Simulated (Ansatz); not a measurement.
One change: `[CH3][Sn]([OH])([OH])[OH]` becomes `[OH][Sn]([OH])([OH])[Cl]`.

Ansatz, PBE0-D4/def2-TZVP geometries, multiplicity 1. Each molecule was computed in one conformer, which needn't be the lowest.

Elements past krypton have def2 core potentials.

```csv
property,`[CH3][Sn]([OH])([OH])[OH]`
zero-point energy (PBE0-D4/def2-TZVP) / kJ/mol,198.7
HOMO–LUMO gap (PBE/def2-TZVPP) / eV,5.07
LUMO energy (B3LYP/def2-TZVPP) / eV,-1.12
HOMO energy (B3LYP/def2-TZVPP) / eV,-8.12
size of the dipole moment (B3LYP/def2-TZVPP) / D,0.37
HOMO energy (ωB97M-V/def2-TZVPP) / eV,-10.73
```

Problem. What does the change do to each property? (Best estimate.)

Solution. Ansatz gave: 
```json
{"property": "zero-point energy (PBE0-D4/def2-TZVP) / kJ/mol", "`[OH][Sn]([OH])([OH])[Cl]`": "106.9", "shift": "-91.8"}
{"property": "HOMO–LUMO gap (PBE/def2-TZVPP) / eV", "`[OH][Sn]([OH])([OH])[Cl]`": "4.58", "shift": "-0.49"}
{"property": "LUMO energy (B3LYP/def2-TZVPP) / eV", "`[OH][Sn]([OH])([OH])[Cl]`": "-2.36", "shift": "-1.24"}
{"property": "HOMO energy (B3LYP/def2-TZVPP) / eV", "`[OH][Sn]([OH])([OH])[Cl]`": "-9.01", "shift": "-0.89"}
{"property": "size of the dipole moment (B3LYP/def2-TZVPP) / D", "`[OH][Sn]([OH])([OH])[Cl]`": "1.34", "shift": "0.97"}
{"property": "HOMO energy (ωB97M-V/def2-TZVPP) / eV", "`[OH][Sn]([OH])([OH])[Cl]`": "-11.73", "shift": "-1.00"}
```

With PBE0 the HOMO falls by 0.92 eV and the LUMO falls by 1.26 eV, so the gap narrows by about 0.34 eV. PBE moves the HOMO by -0.77 eV and ωB97M-V by -1.00 eV. The zero-point energy changes by -91.8 kJ/mol with -9 modes. Dipoles are sizes alone; their direction can turn.

B3LYP here is the variant with VWN-RPA as its local correlation; programs differ in this.
